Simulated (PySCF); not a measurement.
Precursor series Zr Cl-F. All species are isolated molecules in the gas phase.

Level of theory: TPSSh-D3(BJ)/def2-TZVP // r2SCAN-D4/def2-SVP in PySCF. 

| species | HOMO (eV) | mean distance from the central atom to its bonded neighbours (Å) |
|---|---|---|
| 0 of 4 Cl replaced by F ([Zr(Cl)4]) | -9.01 | 2.330 |
| 1 of 4 Cl replaced by F ([Zr(Cl)3(F)]) | -8.99 | 2.223 |
| 2 of 4 Cl replaced by F ([Zr(Cl)2(F)2]) | -9.06 | (withheld) |
| 3 of 4 Cl replaced by F | -9.22 | 2.009 |
| 4 of 4 Cl replaced by F ([Zr(F)4]) | -11.07 | (withheld) |

Question: Some entries are withheld; supply them.

Answer: 
- 2 of 4 Cl replaced by F ([Zr(Cl)2(F)2]), mean distance from the central atom to its bonded neighbours (Å): 2.116
- 4 of 4 Cl replaced by F ([Zr(F)4]), mean distance from the central atom to its bonded neighbours (Å): 1.901
